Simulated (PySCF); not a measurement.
Compound: C5H6F4.
SMILES: `C[C@@H]1C[C@]1(F)C(F)(F)F`

The calculation used PySCF, PBE0-D3(BJ)/def2-SVP geometry optimisation, gas phase.

Masses are those of the commonest isotopes; rigid-rotor values at the optimised geometry. 

(1) Give the principal moments of inertia and the rotational constants in cm⁻¹.

(2) What kind of rotor is it?

(3) Is it planar, by Δ = Ic − Ia − Ib?

(4) Give the other two planar moments, Paa and Pbb, and the rms extents of the mass along the axes.

(5) Predict some low-J microwave lines.

(6) Estimate the classical rotational partition function at 100 K, 200 K and 298.15 K.

Answers

(1) Ia = 230.60, Ib = 327.91, Ic = 402.73 u·Å²; 505379 MHz·u·Å²/I gives 2192, 1541 and 1255 MHz, that is A = 0.07310, B = 0.05141, C = 0.04186 cm⁻¹.

(2) An asymmetric top. Ray's parameter κ = (2B − A − C)/(A − C) = -0.389; −1 is the prolate and +1 the oblate limit.

(3) Not planar: Δ = Ic − Ia − Ib = -155.78 u·Å². For a rigid frame Δ = −2 Σ m c², so Σ m c² = 77.89 u·Å² lies off the ab plane: 9.05 from hydrogen and 68.84 from heavier atoms. The atom farthest from that plane is 1.97 Å away.

(4) Paa = Σ m a² = (Ib + Ic − Ia)/2 = 250.02 and Pbb = Σ m b² = (Ia + Ic − Ib)/2 = 152.71 u·Å². With the mass M = 142.04 u, the rms extents √(P/M) along a, b and c are 1.33, 1.04, 0.74 Å.

(5) The dipole components are |μa| = 2.36 D, |μb| = 0.43 D, |μc| = 0.66 D. Intensities carry the squares of the components, which stand as 1.00 : 0.03 : 0.08 (a : b : c). Some lines, for components of 0.1 D or more:

```csv
type,branch,"J(Ka,Kc)",MHz,lower level (cm⁻¹)
c,Q,"2(1,2) ← 2(0,2)",440,0.277
a,Q,"4(2,2) ← 4(2,3)",910,1.037
b,Q,"1(1,0) ← 1(0,1)",937,0.093
b,Q,"2(1,1) ← 2(0,2)",1299,0.277
c,Q,"3(2,2) ← 3(1,2)",1577,0.613
c,Q,"2(2,1) ← 2(1,1)",1951,0.321
b,Q,"2(2,0) ← 2(1,1)",2027,0.321
a,Q,"4(1,3) ← 4(1,4)",2776,0.906
a,R,"1(0,1) ← 0(0,0)",2796,0.000
b,Q,"3(3,0) ← 3(2,1)",3674,0.677
c,R,"1(1,0) ← 0(0,0)",3733,0.000
b,Q,"3(3,1) ← 3(2,2)",4010,0.665
c,R,"2(2,0) ← 1(1,0)",7905,0.125
a,R,"3(2,1) ← 2(2,0)",8662,0.388
b,R,"4(0,4) ← 3(1,3)",10380,0.556
a,R,"4(0,4) ← 3(0,3)",10621,0.548
a,R,"4(2,3) ← 3(2,2)",11125,0.665
c,R,"3(2,2) ← 2(1,2)",11198,0.292
b,R,"3(2,1) ← 2(1,2)",11547,0.292
a,R,"4(1,3) ← 3(1,2)",11563,0.613
a,R,"4(2,2) ← 3(2,1)",11686,0.677
c,R,"4(3,2) ← 3(2,2)",15315,0.665
c,R,"4(4,0) ← 3(3,0)",16745,0.800
c,R,"4(4,1) ← 3(3,1)",16756,0.799
```

(6) Point group C1, symmetry number σ = 1; q = (√π/σ)·√((kT/h)³/(ABC)), k/h = 20836.6 MHz/K: 81900 at 100 K, 232000 at 200 K, 422000 at 298.15 K.

Stationary, but not proved a minimum. No vibrational averaging or centrifugal distortion is included, and the geometry carries the error of its method. A rigid rotor knows nothing of internal rotation, which can split or shift real lines.

The values belong to the conformer `[CH3:1][C@@H:2]1[CH2:3][C@:4]1([F:5])[C:6]([F:7])([F:8])[F:9]`: C3–C4–C6–F7 -145°.
